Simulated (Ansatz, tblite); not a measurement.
Forces on the cluster Ag2Se⁺ at its PBE-D4/def2-TZVP geometry. Total charge 1; doublet.

In the def2 sets Ag takes a core potential; there is no spin–orbit coupling. The xTB rows come from tblite. No other spin state of charge 1 was run. The structure comes from a short search, and lower isomers may exist.

GFN1-xTB (tblite), largest force 0.51 eV/Å:

```xyz
3
positions Å, forces eV/Å
Ag    1.387   -0.378    1.178   -0.255    0.192   -0.064
Ag   -0.817   -0.500   -1.593   -0.003    0.210    0.257
Se   -0.569    0.879    0.415    0.257   -0.402   -0.193
```

GFN2-xTB (tblite), largest force 0.08 eV/Å:

```
Ag -0.033 -0.020 -0.063
Ag 0.056 -0.012 0.052
Se -0.023 0.031 0.012
```

PBE-D4/def2-TZVP (Ansatz), largest force 0.02 eV/Å:

```
Ag -0.011 0.004 -0.009
Ag 0.007 0.010 0.021
Se 0.004 -0.014 -0.012
```
